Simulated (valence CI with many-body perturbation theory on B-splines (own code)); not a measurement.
# Ir62+: electric-dipole lines

Computed by valence CI with perturbative core correlation (CI+MBPT): five valence electrons over a frozen Dirac-Fock core [Ne], radial functions for each j: 11 s, 11 p, 10 d, 8 f, 5 g, 2 h, with the one-electron correlation potential Σ1 (screened to all orders), the two-electron term Σ2, the three-electron term Σ3, Breit, model QED; selected single and double excitations, second order for the rest, scaled by the run's own slope (own B-spline code, finite nucleus).

No measured spectrum was set against this ion. As an estimate, large intervals hold to a few tenths of a per cent, small ones and those within an open d or f shell to about a per cent. Among the levels kept, up to 3100 cm⁻¹ of a level comes from second order outside the variational space, and about a tenth of that is noise between levels of different J, which matters for small intervals.

Lines 201 to 250 of 577 in falling wavelength, among levels below 12557 × 10³ cm⁻¹, chosen from the strongest by gf and those to the six lowest levels. Wavelengths and rates use the calculated energies. Electric multipoles are in the length gauge, E1 and E2 with the static RPA response of the core. Weak lines are less certain than strong ones. Lines between different terms over intervals too small for the method are left out, as are lines whose strength nearly cancels. Where a level lies close to another of its J and parity, the split of strength between their lines is uncertain. The highest levels of a list are the least certain.

Levels are named by their leading jj configuration (3d3/2^4 stands for four electrons in 3d with j = 3/2), which in mixed levels can hold well under half, so a name can repeat and another be missing. Letters in brackets count levels of one name in rising energy.

```tsv
λ vac (Å)	Upper	Lower	A (s⁻¹)	log gf	Branch %
33.27	(3s 3p1/2 3p3/2^2 3d5/2) J=3/2 [f]	(3s 3p1/2 3p3/2^3) J=1/2	7.46e+11	-0.31	21.8
33.22	(3s^2 3p1/2 3p3/2 3d5/2) J=3/2 [b]	(3s^2 3p1/2 3p3/2^2) J=5/2	7.41e+10	-1.31	16.9
33.15	(3s 3p1/2 3p3/2^2 3d5/2) J=5/2 [e]	(3s 3p1/2 3p3/2^3) J=5/2	3.77e+11	-0.43	16.2
33.11	(3s^2 3p1/2 3d5/2^2) J=3/2	(3s^2 3p1/2 3p3/2 3d5/2) J=3/2 [a]	5.05e+11	-0.48	57.0
33.10	(3s^2 3p1/2 3p3/2 3d5/2) J=5/2 [b]	(3s^2 3p1/2 3p3/2^2) J=3/2	7.03e+11	-0.16	82.8
33.03	(3s^2 3p3/2 3d3/2 3d5/2) J=5/2 [c]	(3s^2 3p3/2^2 3d3/2) J=5/2	2.75e+11	-0.57	4.2
33.02	(3s 3p1/2^2 3d5/2^2) J=9/2	(3s 3p1/2^2 3p3/2 3d5/2) J=9/2	1.61e+11	-0.58	26.9
33.01	(3s^2 3p3/2 3d3/2 3d5/2) J=3/2 [c]	(3s^2 3p3/2^2 3d3/2) J=1/2	4.74e+11	-0.51	6.7
32.99	(3s^2 3p3/2^2 3d5/2) J=5/2 [b]	(3s^2 3p3/2^3) J=3/2	9.12e+11	-0.05	90.4
32.97	(3s 3p1/2^2 3d3/2 3d5/2) J=7/2 [b]	(3s 3p1/2^2 3p3/2 3d3/2) J=7/2	4.89e+10	-1.20	12.0
32.91	(3s 3p1/2 3p3/2^2 3d5/2) J=5/2 [c]	(3s 3p1/2 3p3/2^3) J=3/2 [a]	4.31e+11	-0.38	17.9
32.84	(3s^2 3p1/2 3d5/2^2) J=7/2	(3s^2 3p1/2 3p3/2 3d5/2) J=7/2 [a]	2.05e+11	-0.58	25.1
32.84	(3s^2 3p3/2 3d3/2 3d5/2) J=9/2 [b]	(3s^2 3p3/2^2 3d3/2) J=7/2	8.90e+11	0.16	20.0
32.83	(3s 3p1/2^2 3d5/2^2) J=7/2	(3s 3p1/2^2 3p3/2 3d5/2) J=5/2 [a]	3.81e+10	-1.31	6.0
32.79	(3s^2 3p3/2 3d3/2 3d5/2) J=3/2 [c]	(3s^2 3p3/2^2 3d3/2) J=3/2 [a]	2.91e+11	-0.73	4.1
32.73	(3s^2 3p3/2 3d3/2 3d5/2) J=3/2 [c]	(3s 3p1/2^2 3d3/2^2) J=1/2	1.23e+11	-1.10	1.7
32.71	(3s 3p1/2^2 3p3/2 3d5/2) J=7/2 [b]	(3s 3p1/2^2 3p3/2^2) J=5/2	1.91e+11	-0.61	11.7
32.56	(3s 3p1/2^2 3d3/2 3d5/2) J=5/2 [b]	(3s 3p1/2^2 3p3/2 3d3/2) J=5/2 [a]	7.63e+10	-1.14	26.1
32.35	(3s^2 3p3/2 3d3/2 3d5/2) J=5/2 [d]	(3s^2 3p3/2^2 3d3/2) J=3/2 [a]	8.89e+10	-1.08	2.0
32.25	(3s 3p1/2 3p3/2^2 3d5/2) J=5/2 [d]	(3s 3p1/2 3p3/2^3) J=3/2 [a]	5.37e+10	-1.30	3.6
32.16	(3s 3p1/2 3p3/2^2 3d5/2) J=3/2 [e]	(3s 3p1/2 3p3/2^3) J=5/2	1.47e+11	-1.04	3.2
31.83	(3s^2 3p1/2 3p3/2 3d5/2) J=1/2	(3s^2 3p1/2 3p3/2^2) J=3/2	7.35e+10	-1.65	11.9
31.81	(3s^2 3p3/2 3d3/2 3d5/2) J=5/2 [d]	(3s^2 3p3/2^2 3d3/2) J=7/2	7.64e+10	-1.16	1.7
31.50	(3s 3p1/2 3p3/2^2 3d5/2) J=5/2 [e]	(3s 3p1/2 3p3/2^3) J=3/2 [a]	7.53e+10	-1.17	3.2
25.55	(3s 3p1/2^2 3p3/2 3d3/2) J=5/2 [a]	(3s^2 3p1/2^2 3d5/2) J=5/2	3.79e+08	-3.65	0.8
24.96	(3s 3p1/2^2 3p3/2 3d3/2) J=7/2	(3s^2 3p1/2^2 3d5/2) J=5/2	1.78e+10	-1.88	33.6
24.01	(3s 3p1/2^2 3p3/2 3d3/2) J=3/2 [b]	(3s^2 3p1/2^2 3d5/2) J=5/2	4.87e+09	-2.77	0.6
23.54	(3s 3p1/2^2 3p3/2 3d3/2) J=5/2 [b]	(3s^2 3p1/2^2 3d5/2) J=5/2	6.97e+09	-2.46	0.5
22.35	(3s 3p1/2 3p3/2^2 3d5/2) J=7/2 [a]	(3s^2 3p1/2 3p3/2 3d5/2) J=5/2 [b]	2.48e+11	-0.83	25.5
22.22	(3s^2 3p1/2 3d3/2^2) J=5/2	(3s^2 3p1/2^2 3d5/2) J=5/2	5.74e+08	-3.59	0.0
21.58	(3s 3p1/2 3p3/2^2 3d5/2) J=9/2 [b]	(3s^2 3p1/2 3p3/2 3d5/2) J=7/2 [b]	3.11e+11	-0.66	43.4
21.56	(3s 3p1/2 3p3/2^2 3d5/2) J=7/2 [a]	(3s^2 3p1/2 3p3/2 3d5/2) J=5/2 [a]	9.32e+10	-1.28	9.6
21.33	(3s 3p1/2 3p3/2^2 3d3/2) J=5/2 [b]	(3s^2 3p1/2 3p3/2 3d3/2) J=3/2 [b]	3.26e+11	-0.87	8.6
21.25	(3s 3p1/2 3p3/2^3) J=3/2 [a]	(3s^2 3p1/2 3p3/2^2) J=1/2	3.74e+10	-1.99	2.4
21.11	(3s 3p1/2 3p3/2^2 3d5/2) J=9/2 [a]	(3s^2 3p1/2 3p3/2 3d5/2) J=7/2 [a]	6.23e+11	-0.38	95.3
21.07	(3s 3p1/2 3p3/2^2 3d3/2) J=1/2 [a]	(3s^2 3p1/2 3p3/2 3d3/2) J=1/2 [a]	8.31e+11	-0.96	81.6
21.02	(3s 3p1/2 3p3/2^2 3d3/2) J=5/2 [a]	(3s^2 3p1/2 3p3/2 3d3/2) J=3/2 [a]	3.67e+11	-0.84	46.3
21.00	(3s 3p1/2 3p3/2 3d3/2^2) J=7/2 [a]	(3s^2 3p1/2 3d3/2^2) J=5/2	1.30e+11	-1.16	15.7
20.94	(3s 3p1/2 3p3/2^2 3d3/2) J=3/2 [c]	(3s^2 3p1/2 3p3/2 3d3/2) J=1/2 [b]	4.14e+11	-0.96	8.0
20.93	(3s 3p1/2 3p3/2^2 3d5/2) J=7/2 [a]	(3s^2 3p1/2 3p3/2 3d5/2) J=7/2 [a]	5.22e+11	-0.56	53.8
20.90	(3s 3p1/2 3p3/2^2 3d3/2) J=7/2 [b]	(3s^2 3p1/2 3p3/2 3d3/2) J=5/2 [b]	3.55e+11	-0.73	11.5
20.88	(3s 3p1/2 3p3/2^2 3d3/2) J=5/2 [a]	(3s^2 3p1/2 3p3/2 3d3/2) J=5/2 [a]	2.29e+11	-1.05	28.8
20.76	(3s 3p1/2^2 3p3/2 3d3/2) J=5/2 [a]	(3s^2 3p1/2^2 3d3/2) J=3/2	5.96e+09	-2.64	12.1
20.76	(3s 3p1/2 3p3/2^2 3d3/2) J=5/2 [c]	(3s^2 3p1/2 3p3/2 3d3/2) J=3/2 [b]	1.36e+11	-1.28	3.5
20.71	(3s 3p1/2 3p3/2 3d3/2^2) J=3/2 [a]	(3s 3p1/2^2 3p3/2 3d3/2) J=3/2 [b]	2.97e+11	-1.12	41.5
20.70	(3s 3p1/2 3p3/2^2 3d5/2) J=11/2	(3s^2 3p1/2 3p3/2 3d5/2) J=9/2	5.05e+11	-0.41	95.5
20.68	(3s 3p1/2^2 3p3/2 3d3/2) J=3/2 [a]	(3s^2 3p1/2^2 3d3/2) J=3/2	6.39e+10	-1.79	51.8
20.67	(3s 3p1/2 3p3/2^3) J=3/2 [a]	(3s^2 3p1/2 3p3/2^2) J=5/2	5.74e+10	-1.83	3.7
20.66	(3s 3p1/2 3p3/2^2 3d5/2) J=7/2 [b]	(3s^2 3p1/2 3p3/2 3d5/2) J=5/2 [b]	1.71e+11	-1.06	9.3
20.64	(3s 3p1/2 3p3/2^2 3d5/2) J=9/2 [b]	(3s^2 3p1/2 3p3/2 3d5/2) J=9/2	3.82e+11	-0.61	53.2
```

Question: How does gf follow from A for the line at 21.11 Å?

Answer: gf = 1.4992 × (2J+1)_upper × A / σ², with σ = 4737485 cm⁻¹ and 2J+1 = 10: gf = 0.416.
